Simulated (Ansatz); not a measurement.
Frontier orbitals of CH5AlCl2S, SMILES `[CH3][Al-]([SH2+])([Cl])[Cl]`.

The species carries charge 0 and has multiplicity 1. The geometry is a stationary point of PBE0-D4/def2-TZVP. It is one conformer, not always the lowest. Basis def2-TZVPP, Ansatz.

| functional | HOMO (eV) | LUMO (eV) | gap (eV) |
| --- | --- | --- | --- |
| PBE | -6.83 | -1.85 | 4.98 |
| PBE0 | -8.13 | -0.85 | 7.28 |
| HSE06 (plane-wave form) | -7.73 | -1.23 | 6.50 |
| ωB97X-V | -10.50 | 1.37 | 11.87 |
| ωB97M-V | -10.33 | 1.18 | 11.51 |

From PBE to PBE0 the HOMO moves by −1.30 eV and the LUMO by +1.00 eV, and with ωB97M-V by −3.51 and +3.03 eV, so the gap grows from 4.98 to 11.52 eV with exact exchange. A positive LUMO is unbound and depends on the basis.
